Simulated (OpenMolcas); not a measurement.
Computed levels of 4s2 4p in ions with 31 electrons, in cm-1 above 2P* 1/2.

```yaml
Program: OpenMolcas
Method: RASSCF
Basis: ANO-R3
Scalar_Hamiltonian: X2C, finite nucleus
Spin-orbit_coupling: state interaction with AMFI integrals over the reference wave functions, term energies averaged over their components
```

Active space for each ion: 1 electron in 9 orbitals (RAS2 4p; RAS3 4d 5s, at most 1 electron).

```json
{"Level": "2P* 3/2", "As2+": "2638", "Se3+": "3925", "Kr5+": "7364"}
```

Estimate 2P* 3/2 for Br4+ from its neighbours Se3+ and Kr5+.

2P* 3/2 is fine structure, which grows about as the fourth power of a screened charge, so the fourth roots are averaged: ((3925^0.25 + 7364^0.25) / 2)^4 = 5443. The calculation gives 5492, so the estimate is off by -0.9 %; the measured value is 6090 (Moore, Atomic Energy Levels, vol. II, NSRDS-NBS 35 (1971 reprint of NBS Circular 467, 1952)).

With one active electron the reference holds no correlation, so core polarisation is missing. Measured partners are found by configuration, term and J. A level has none where our copy of the source lacks it or the pairing is in doubt (some pairs that miss far off the trend of their configuration count as doubtful), and it then counts in no deviation. Only configurations of the active space appear.

* marks odd parity.
